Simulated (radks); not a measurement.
Task: The thallium ion Tl2+ is in [Xe] 4f14 5d10 6s1. Calculated with a radial shooting solver on a logarithmic mesh with Libxc functionals: Dirac Kohn-Sham, PBE, spin-unpolarised, spherical densities, finite nucleus; Fermi nuclear charge, rms radius of each element as measured or else 0.836 A^(1/3) + 0.57 fm. Sub-shells are occupied by j as written (lower j first in brackets). One electron is removed from 5d3/2, 6s1/2, 5d5/2, 5p3/2 in turn, with full relaxation. Which removal costs least, and what does each cost?

Result: 6s1/2 30.127 eV; 5d5/2 39.264 eV; 5d3/2 41.671 eV; 5p3/2 96.859 eV. The 6s1/2 electron leaves first.
